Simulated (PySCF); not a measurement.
Si(H)2(F)(OH) (FH3OSi), SMILES O[SiH2]F.

Geometry optimised at B3LYP-D3(BJ)/def2-TZVP. The geometry has at least one imaginary mode, so it is a saddle point at that level. Other conformers were not sampled.

Vertical ionisation energy (IE) and electron affinity (EA) in eV. Rows of orbital energies are one-electron estimates. Where ΔSCF, EOM or ADC give a negative EA the extra electron is unbound and the value depends on the basis.

```json
[
 {"level": "−ε(HOMO), −ε(LUMO), CAM-B3LYP/def2-TZVPD (PySCF)", "IE": "10.46", "EA": "-0.51"},
 {"level": "ADC(2)/aug-cc-pVDZ (PySCF)", "IE": "___", "EA": "___"}
]
```

Problem. What belongs in the gaps? (The exact figures need the calculation; the answer reports its results.)

Solution. 
- ADC(2)/aug-cc-pVDZ (PySCF), IE: 11.10
- ADC(2)/aug-cc-pVDZ (PySCF), EA: -0.79

Problem. Beyond the first one, list the lowest photoelectron lines from ADC(2)/aug-cc-pVDZ in PySCF with their pole strengths (two spins summed). (Estimate from the structure and the level; the computed values follow.)

Solution. 12.36 eV (1.75), 12.96 eV (1.79), 14.11 eV (1.78), 15.13 eV (1.79), 15.15 eV (1.79).
